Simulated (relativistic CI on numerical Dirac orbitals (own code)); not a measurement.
**Sensitivity of the levels of Co XII to α and to the nuclear radius**

Calculated at this level of theory: Dirac-Coulomb-Breit CI, orbitals from a KLI potential per configuration, derivatives by finite differences, unscaled Slater integrals, QED left out (own radial code, finite nucleus).

Configuration list (outside the closed core [Ne]): 3s²3p⁴, 3s3p⁵, 3p⁶, 3s²3p³3d, 3s3p⁴3d, 3p⁵3d, 3p⁴3d², 3p³3d³. Double excitations out of closed p, d and f shells are left out; levels of such configurations are missing from the list, as are those of other unlisted configurations, and high levels can miss mixing partners.

With x = (α/α₀)² − 1 an excitation energy changes as ω = ω₀ + qx; K = 2q/ω₀ is the relative enhancement. Terms are leading LS components, so labels can repeat. The field-shift factor is F = δν/δ⟨r²⟩ for the transition from the lowest level.

Lowest level 3s²3p⁴ ³P2.

| Level | ω₀ (cm⁻¹) | q (cm⁻¹) | K | F (GHz/fm²) |
| --- | --- | --- | --- | --- |
| 3s²3p⁴ ³P1 | 15604 | 17550 | 2.25 | -0.0506 |
| 3s²3p⁴ ³P0 | 17843 | 15050 | 1.69 | -0.0564 |
| 3s²3p⁴ ¹D2 | 45413 | 14430 | 0.635 | -0.0174 |
| 3s²3p⁴ ¹S0 | 102383 | 20670 | 0.404 | -0.463 |
| 3s3p⁵ ³P°2 | 312539 | 21990 | 0.141 | -14.2 |
| 3s3p⁵ ³P°1 | 324170 | 32580 | 0.201 | -14.1 |
| 3s3p⁵ ³P°0 | 331678 | 41370 | 0.249 | -14.1 |
| 3s3p⁵ ¹P°1 | 398142 | 28580 | 0.144 | -10.5 |
| 3s²3p³3d ⁵D°0 | 424372 | 15590 | 0.0735 | 0.615 |
| 3s²3p³3d ⁵D°1 | 424604 | 15870 | 0.0748 | 0.628 |
| 3s²3p³3d ⁵D°2 | 424829 | 15610 | 0.0735 | 0.652 |
| 3s²3p³3d ⁵D°3 | 425191 | 15360 | 0.0722 | 0.671 |
| 3s²3p³3d ⁵D°4 | 426395 | 16870 | 0.0791 | 0.675 |

At this charge energies of transitions that change n are usually good to better than 1 %, and those within a shell (Δn = 0) to a few per cent.
